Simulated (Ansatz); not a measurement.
The same path of F4GeH3N (9 atoms, charge 0, multiplicity 1) was run twice with different band settings. Lost on the way: Ge1–F2, H6–N7. Made: F2–H6.

Theory: RKS PBE/def2-SVP (Ansatz 0.2.0).

Relaxed end points:

```xyz
9
Properties=species:S:1:pos:R:3
Ge -0.538 -0.752 -0.259
F 0.988 -1.607 -0.112
F -1.517 -2.118 -0.731
F -1.409 -0.348 1.210
F -0.809 0.223 -1.693
H 1.649 0.643 0.465
N 0.677 0.950 0.327
H 0.314 1.345 1.205
H 0.645 1.665 -0.411
```

```xyz
9
Properties=species:S:1:pos:R:3
Ge -0.784 -0.266 -0.253
F 1.331 -1.389 0.910
F -0.400 -1.521 -1.372
F -1.471 -0.817 1.231
F -2.086 0.593 -1.028
H 1.448 -0.452 0.696
N 0.639 0.890 0.026
H 0.365 1.659 0.653
H 0.957 1.303 -0.863
```

Common settings: movable images 7; climbing image yes; optimiser quadratic models (default); start path through a guess of the saddle point; force threshold 0.05 eV/Å; iteration limit 60; end points relaxed.

| run | spring |
| --- | --- |
| 1 | 5.0 eV/Å² |
| 2 | 50.0 eV/Å² |

Question: What does each run give, and how far can it be trusted?

Answer: Run 1: converged after 11 iterations, highest image 0.992 eV above the first end. A vibrational analysis at the climbing image gives one clearly imaginary mode, 381i cm⁻¹: a first-order saddle point.
Run 2: converged after 11 iterations, highest image 0.992 eV above the first end. Another band between the same ends (7 images) ends at a top of the same energy, where a vibrational analysis finds 1 clearly imaginary mode.
The orbitals stay closed-shell, which can raise the energy where a bond breaks towards radicals; this wasn't checked here.
